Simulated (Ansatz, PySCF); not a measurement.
C₃H₂BrCl, SMILES ClC=C=CBr. Atoms are numbered in the order given.

```xyz
7

Cl    -2.9835     0.7971    -0.7082
C     -1.9892    -0.5484    -0.2046
C     -0.7016    -0.6134    -0.4290
C      0.5830    -0.6824    -0.6412
Br     1.8764    -0.0069     0.5923
H     -2.5465    -1.3340     0.3142
H      1.0350    -1.1266    -1.5319
```

The structure is a stationary point at B3LYP-D3(BJ)/def2-SVP.

Two levels are set side by side: PBE-D3(BJ)/def2-SVP (Ansatz, an electronic-structure program) and B3LYP-D3(BJ)/def2-SVP (Ansatz). Each level has its own optimised geometry; the coordinates shown are those of the second. Frequencies come from the Hessian of PySCF at each geometry. Differences are taken from unrounded values.

| quantity | B3LYP-D3(BJ) | PBE-D3(BJ) | PBE-D3(BJ) minus B3LYP-D3(BJ) |
|---|---|---|---|
| mean bond length (Å) | 1.410 | 1.415 | 0.006 |
| bond Cl1–C2 (Å) | 1.747 | 1.746 | -0.001 |
| bond C2–C3 (Å) | 1.309 | 1.318 | 0.009 |
| bond C3–C4 (Å) | 1.304 | 1.313 | 0.009 |
| bond C4–Br5 (Å) | 1.911 | 1.910 | -0.001 |
| bond C2–H6 (Å) | 1.094 | 1.103 | 0.009 |
| bond C4–H7 (Å) | 1.093 | 1.102 | 0.009 |
| highest harmonic wavenumber (cm⁻¹) | 3194 | 3123 | -72 |
| mean harmonic wavenumber (cm⁻¹) | 1104 | 1072 | -32 |
| zero-point energy (kcal/mol) | 23.68 | 22.99 | -0.69 |

Exact exchange shortens and stiffens bonds; PBE has none. Differences between two approximate levels are no errors against the true value.
